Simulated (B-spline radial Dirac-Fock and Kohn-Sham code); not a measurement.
# Elastic and transport cross sections of tungsten for electrons

Calculated with a radial B-spline solver, using relativistic (Dirac) partial waves in the static field of the Dirac-Fock atom with Furness-McCarthy exchange, without polarisation or absorption potentials. σ_tr1 and σ_tr2 weight the cross section with 1 − P₁ and 1 − P₂ of cos θ; "backward" is the share scattered beyond 90°.

```
energy (eV)  σ (a₀²)  σ_tr1 (a₀²)  σ_tr2 (a₀²)  σ/σ_tr1  backward (%)
        411     16.5         3.76         4.89     4.39           9.0
        437     15.9         3.73         4.71     4.26           9.4
        438     15.9         3.73         4.70     4.26           9.4
        500     14.7         3.62         4.27     4.06            10
        538     14.1         3.54         4.01     4.00            10
        784     11.7         2.92         2.74     4.00            11
        842     11.3         2.78         2.54     4.06            11
        897     10.9         2.65         2.37     4.12            11
       1000     10.4         2.43         2.12     4.26            11
       1230        ?            ?            ?        ?             ?
       1280     9.19         1.96         1.67     4.70           9.7
       1500     8.49         1.67         1.45     5.08           8.9
       1830     7.68         1.35         1.23     5.67           7.7
```

Q: Fill in the row for 1.23 keV.

A: σ = 9.37 a₀², σ_tr1 = 2.03 a₀², σ_tr2 = 1.73 a₀², σ/σ_tr1 = 4.62, backward 9.9 %. The ratio σ/σ_tr1 is roughly the number of elastic collisions that randomise the direction.
